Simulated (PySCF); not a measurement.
Stepwise substitution at one centre (Sn OCH3-SiH3). Isolated molecules, 0 K electronic values unless said otherwise. One relaxed conformer stands for each flexible species; it need not be the lowest. Strings in code marks are SMILES.

The T1 excitation (TDA) from two functionals at the same geometries (PBE0-D4/def2-SVP), both in PySCF: PBE-D3(BJ)/def2-TZVP and PBE0-D4/def2-TZVP. Excitations are Tamm–Dancoff values on a coarser integration grid. The basis has no diffuse functions, so Rydberg states are missing or too high.

```
species                                                                                                           PBE-D3(BJ)/def2-TZVP (eV)  PBE0-D4/def2-TZVP (eV)
----------------------------------------------------------------------------------------------------------------  -------------------------  ----------------------
1 of 4 OCH3 replaced by SiH3 (`C[O][Sn]([SiH3])([O]C)[O]C`)                                                                            3.86                    4.76
2 of 4 OCH3 replaced by SiH3 (`[O](C)[Sn]([SiH3])([SiH3])[O]C` (C–O–Sn–Si torsion 45°, Si–Sn–O–C torsion -179°))                       4.18                    4.85
3 of 4 OCH3 replaced by SiH3 (`C[O][Sn]([SiH3])([SiH3])[SiH3]` (C–O–Sn–Si torsion 61°))                                                3.65                    4.19
```

Over these rows, drawn at random from the members with no instability flagged (it was tested for open shells, ions and some series alone), PBE minus PBE0-D4: mean -0.70 eV, from -0.90 eV to -0.55 eV.
